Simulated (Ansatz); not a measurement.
Compare A (`CC(F)(F)OCF`) with its isomer B (`COC(F)(F)CF`).

Gas-phase electronic energies from Ansatz, PBE0-D4/def2-TZVP geometries. CCSD(T)/CBS is the MP2 limit (def2-TZVPP, def2-QZVPP) plus CCSD(T) − MP2 in def2-TZVPP, frozen cores. Functionals use def2-TZVPP. B3LYP here is the variant with VWN-RPA as its local correlation; programs differ in this. One conformer a species, not always the lowest.

Problem. Which is lower in electronic energy at CCSD(T)/CBS, and by how much? (Best estimate.)

Solution. The calculation gave: A, by 43.2 kJ/mol.

Problem. Give E(B) − E(A) in kJ/mol with B3LYP-D4, CCSD(T)/def2-SVP, LDA (SPW92), PBE0-D4, B2PLYP, MP2/def2-TZVPP, CCSD(T)/def2-TZVPP. (Best estimate.)

Solution. Ansatz gave: B3LYP-D4 42.0, CCSD(T)/def2-SVP 45.6, LDA (SPW92) 48.2, PBE0-D4 44.5, B2PLYP 43.3, MP2/def2-TZVPP 45.9, CCSD(T)/def2-TZVPP 43.9. None reverses the order clearly.

Problem. Does the order hold for the free energy at 298.15 K (harmonic terms from PBE0-D4)? (Best estimate.)

Solution. Ansatz gave: Yes: G(B) − G(A) = +41.9 kJ/mol, for one conformer each.

Largest T1 diagnostic: 0.012.

In def2-TZVPP, CCSD(T) changes the Hartree–Fock value by +3.0 kJ/mol (the triples alone add +0.8 kJ/mol) and MP2 by +5.0 kJ/mol. Leaving LDA and LC-ωPBE aside and taking each functional with its dispersion term where it has one, the values, not all of them listed here, spread over 4.6 kJ/mol, from BLYP-D4 to r2SCAN-D4. LDA lies +3.7 kJ/mol from PBE without D4.
